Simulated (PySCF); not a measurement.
**Sulfur: a sound run and one with changed settings**

Sound run: S²⁺ [Ne] 3s2 3p2, S³⁺ [Ne] 3s2 3p1. Calculation: PySCF 2.14, in aug-cc-pV(D+d)Z (5s4p3d, 32 functions); no relativity, point nucleus. In the sound run the correlated levels freeze [Ne]. The sound run starts from symmetry-adapted Hartree-Fock orbitals and uses a fine grid where one is needed.

Changed run: the spin-free X2C one-electron Hamiltonian (Gaussian nucleus). This setting is unsound on purpose.

```csv
species,method,sound run (hartree),changed run (hartree),converged
S²⁺,UHF,-396.32475,-397.28592,yes
S²⁺,BP86,-396.89677,-397.85720,yes
S²⁺,MN15,-396.73704,-397.69691,yes
S²⁺,MP2,-396.37947,-397.34059,yes
S²⁺,CCSD(T),-396.40370,-397.36470,yes
S³⁺,UHF,-395.06985,-396.03063,yes
S³⁺,BP86,-395.61451,-396.57467,yes
S³⁺,MN15,-395.45207,-396.41174,yes
S³⁺,MP2,-395.11239,-396.07313,yes
S³⁺,CCSD(T),-395.13476,-396.09534,yes
```

Ionisation energy of S²⁺:

```csv
method,sound run (eV),changed run (eV)
UHF,34.148,34.158
BP86,34.892,34.899
MN15,34.966,34.971
MP2,34.479,34.489
SCS-MP2,34.397,34.408
CCSD,34.519,34.531
CCSD(T),34.530,34.541
```

Most of the change in total energy is the relativistic energy itself. On top of that the contraction fixes the core shape for the Hamiltonian it was made with, so the changed run is not a good calculation with the other Hamiltonian either.

For comparison, NIST gives 34.86 ± 0.04 eV between the lowest levels.
